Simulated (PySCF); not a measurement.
**Mayer bond orders and bond lengths**

Compound: C3H9F3OSi2.
SMILES with atom numbers: `[CH3:1][Si@@H:2]([CH2:3][O:4][SiH3:5])[C:6]([F:7])([F:8])[F:9]` (hydrogens: H10, H11, H12 on C1; H13 on Si2; H14, H15 on C3; H16, H17, H18 on Si5)

Structure used (GFN2-xTB), in Å, numbered top down from 1:
```xyz
18
C3H9F3OSi2 angstrom
C     -1.5528   -1.5636   -0.0426
Si    -0.8971    0.0765    0.6361
C      0.7348    0.5967   -0.1999
O      1.6617   -0.4120    0.1366
Si     3.2399   -0.4961   -0.2385
C     -2.2379    1.4155    0.1386
F     -1.9254    2.6614    0.5515
F     -3.4559    1.1491    0.6517
F     -2.4117    1.5032   -1.1982
H     -2.5164   -1.8201    0.3909
H     -1.6799   -1.5163   -1.1234
H     -0.8611   -2.3723    0.1739
H     -0.8039    0.1714    2.0950
H      0.6475    0.6648   -1.2902
H      1.1017    1.5672    0.1500
H      3.9727    0.6459    0.3151
H      3.5412   -1.7660    0.4000
H      3.4338   -0.4990   -1.6917
```

Bond orders from the PBE0/pcSseg-1 density (PySCF). Geometry: GFN2-xTB, one conformer, isolated molecule.

**Question.** How far do the computed orders between heavy atoms stray from the drawn ones?

**Answer.** The largest departure is 0.232, at Si2–C6 (drawn single, 0.768). Drawn single, order below 0.88: C3–O4 (0.841) and Si2–C6 (0.768).

**Question.** Give the Mayer order of every bond, beside its length.

**Answer.** 
```json
{"bond": "C1–Si2", "drawn as": "single", "length (Å)": "1.892", "Mayer order": "0.998"}
{"bond": "Si2–C3", "drawn as": "single", "length (Å)": "1.906", "Mayer order": "0.907"}
{"bond": "C3–O4", "drawn as": "single", "length (Å)": "1.411", "Mayer order": "0.841"}
{"bond": "O4–Si5", "drawn as": "single", "length (Å)": "1.624", "Mayer order": "0.950"}
{"bond": "Si2–C6", "drawn as": "single", "length (Å)": "1.959", "Mayer order": "0.768"}
{"bond": "C6–F7", "drawn as": "single", "length (Å)": "1.349", "Mayer order": "0.959"}
{"bond": "C6–F8", "drawn as": "single", "length (Å)": "1.348", "Mayer order": "0.963"}
{"bond": "C6–F9", "drawn as": "single", "length (Å)": "1.351", "Mayer order": "0.943"}
{"bond": "C1–H10", "drawn as": "single", "length (Å)": "1.087", "Mayer order": "0.953"}
{"bond": "C1–H11", "drawn as": "single", "length (Å)": "1.089", "Mayer order": "0.945"}
{"bond": "C1–H12", "drawn as": "single", "length (Å)": "1.086", "Mayer order": "0.953"}
{"bond": "Si2–H13", "drawn as": "single", "length (Å)": "1.465", "Mayer order": "0.953"}
{"bond": "C3–H14", "drawn as": "single", "length (Å)": "1.096", "Mayer order": "0.932"}
{"bond": "C3–H15", "drawn as": "single", "length (Å)": "1.095", "Mayer order": "0.939"}
{"bond": "Si5–H16", "drawn as": "single", "length (Å)": "1.466", "Mayer order": "0.912"}
{"bond": "Si5–H17", "drawn as": "single", "length (Å)": "1.453", "Mayer order": "0.945"}
{"bond": "Si5–H18", "drawn as": "single", "length (Å)": "1.466", "Mayer order": "0.911"}
```

Bonds between the same two heavy elements. C–Si: lowest Si2–C6 (0.768, 1.959 Å), highest C1–Si2 (0.998, 1.892 Å). C–F: lowest C6–F9 (0.943, 1.351 Å), highest C6–F8 (0.963, 1.348 Å).

**Question.** Sum the orders of all bonds at each heavy atom with more than one neighbour and set the sums beside the valence in the SMILES.

**Answer.** C1 3.849 (drawn 4), Si2 3.626 (drawn 4), C3 3.619 (drawn 4), O4 1.791 (drawn 2), Si5 3.718 (drawn 4), C6 3.633 (drawn 4). Orders between atoms that aren't bonded are not in these sums.

Mayer orders depend on the basis set.
